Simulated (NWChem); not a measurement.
System: CH$_{3}$BeI; SMILES [CH3][Be][I]

NWChem input:

```
start job
memory heap 200 mb stack 900 mb global 1100 mb
geometry units angstroms noautoz
  Be    -0.000363    -1.557666     0.001020
  I      0.001540     0.625846     0.000801
  C     -0.000831    -3.229128    -0.002758
  H     -0.784734    -3.639232    -0.663739
  H     -0.179596    -3.646306     1.003930
  H      0.962033    -3.640284    -0.354071
end
basis spherical
  * library def2-svp
end
ecp
  I library def2-ecp
end
dft
  xc r2scan
  grid xcoarse
  iterations 150
  mulliken
end
task dft gradient
```

Output (shortened):

```
             Northwest Computational Chemistry Package (NWChem) 7.3.0
             --------------------------------------------------------

 C1  symmetry detected

                             Geometry "geometry" -> ""
                             -------------------------

 Output coordinates in angstroms (scale by  1.889725989 to convert to a.u.)

  No.       Tag          Charge          X              Y              Z
 ---- ---------------- ---------- -------------- -------------- --------------
    1 Be                   4.0000    -0.00207493    -1.50673492     0.00022041
    2 I                   53.0000     0.00000464     0.67677691     0.00000050
    3 C                    6.0000     0.00037916    -3.17819944    -0.00003035
    4 H                    1.0000     0.35346085    -3.58935356    -0.96225211
    5 H                    1.0000    -1.00702843    -3.59465702     0.17634472
    6 H                    1.0000     0.65934665    -3.58902958     0.78518147

 Effective nuclear repulsion energy (a.u.)     134.0541372425

                                 NWChem DFT Module
                                 -----------------

 Summary of "ao basis" -> "ao basis" (spherical)
 ------------------------------------------------------------------------------
       Tag                 Description            Shells   Functions and Types
 ---------------- ------------------------------  ------  ---------------------
 Be                         def2-svp                 5        9   3s2p
 I                          def2-svp                10       26   4s4p2d
 C                          def2-svp                 6       14   3s2p1d
 H                          def2-svp                 3        5   2s1p

            General Information
            -------------------
          SCF calculation type: DFT
          Wavefunction type:  closed shell.
          No. of atoms     :     6
          No. of electrons :    38
           Alpha electrons :    19
            Beta electrons :    19
          Charge           :     0
          Spin multiplicity:     1
          Use of symmetry is: off; symmetry adaption is: off
          Maximum number of iterations: 150
          AO basis - number of functions:    64
                     number of shells:    30
          Convergence on energy requested:  1.00D-06
          Convergence on density requested:  1.00D-05
          Convergence on gradient requested:  5.00D-04

              XC Information
              --------------
                      r^2SCAN Method XC Functional
               r^2SCAN metaGGA Exchange Functional  1.000
                     r^2SCAN Correlation Potential  1.000

             Grid Information
             ----------------
          Grid used for XC integration:  xcoarse
          Radial quadrature: Mura-Knowles
          Angular quadrature: Lebedev.
          Tag              B.-S. Rad. Rad. Pts. Rad. Cut. Ang. Pts.
          ---              ---------- --------- --------- ---------
          Be                  1.05       21           8.0       194
          I                   1.40       84          11.0       194
          C                   0.70       21          10.0       194
          H                   0.35       21          11.0       194
          Grid pruning is: on
          Number of quadrature shells:   189
          Spatial weights used:  Erf1

      Superposition of Atomic Density Guess
      -------------------------------------

 Sum of atomic energies:        -400.80349430

      Non-variational initial energy
      ------------------------------

 Total energy =    -351.362225
 1-e energy   =    -734.426497
 2-e energy   =     309.342890
 HOMO         =      -0.366397
 LUMO         =       0.013045

     ---------------------------------------------
      Total Density - Mulliken Population Analysis
     ---------------------------------------------

    Atom       Charge   Shell Charges
 -----------   ------   -------------------------------------------------------
    1 Be   4     3.39   1.99  0.69  0.05  0.57  0.09
    2 I   25    25.36   1.83  0.22  1.22  0.66  2.92  3.13  2.67  2.69  9.82  0.19
    3 C    6     6.68   1.99  0.97  0.24  2.18  1.29  0.01
    4 H    1     0.86   0.65  0.18  0.03
    5 H    1     0.86   0.65  0.18  0.03
    6 H    1     0.86   0.65  0.18  0.03

   convergence    iter        energy       DeltaE   RMS-Dens  Diis-err
 ---------------- ----- ----------------- --------- --------- ---------
 d= 0,ls=0.0,diis     1   -352.4188209669 -4.26D+02  1.19D-02  1.90D-01
 d= 0,ls=0.0,diis     2   -352.4312453202 -1.24D-02  6.50D-03  1.02D-01
 d= 0,ls=0.0,diis     3   -352.4461390664 -1.49D-02  2.14D-03  1.84D-02
 d= 0,ls=0.0,diis     4   -352.4495850029 -3.45D-03  2.94D-04  2.11D-04
 d= 0,ls=0.0,diis     5   -352.4496079016 -2.29D-05  9.84D-05  3.55D-05
  Resetting Diis
 d= 0,ls=0.0,diis     6   -352.4496131881 -5.29D-06  2.66D-05  2.85D-06
 d= 0,ls=0.0,diis     7   -352.4496136873 -4.99D-07  3.39D-06  1.05D-08

         Total DFT energy =     -352.449613687311
      One electron energy =     -737.121449071232
           Coulomb energy =      342.672192575970
    Exchange-Corr. energy =      -31.721738651872
 Nuclear repulsion energy =       73.721381459824

 Numeric. integr. density =       38.001022005364

[...]

                         DFT ENERGY GRADIENTS

    atom               coordinates                        gradient
                 x          y          z           x          y          z
   1 Be     -0.003921  -2.847316   0.000417   -0.000006  -0.001678  -0.000022
   2 I       0.000009   1.278923   0.000001    0.000020   0.001650  -0.000002
   3 C       0.000717  -6.005926  -0.000057   -0.000001  -0.000857   0.000110
   4 H       0.667944  -6.782895  -1.818393    0.000276   0.000298  -0.000755
   5 H      -1.903008  -6.792917   0.333243   -0.000685   0.000297   0.000128
   6 H       1.245985  -6.782282   1.483778    0.000396   0.000290   0.000540
```

Level: r2SCAN/def2-SVP with def2 effective core potentials on I. Coordinates come from a PBE0/def2-SVP optimisation. def2 effective core potentials on I; no spin-orbit coupling.
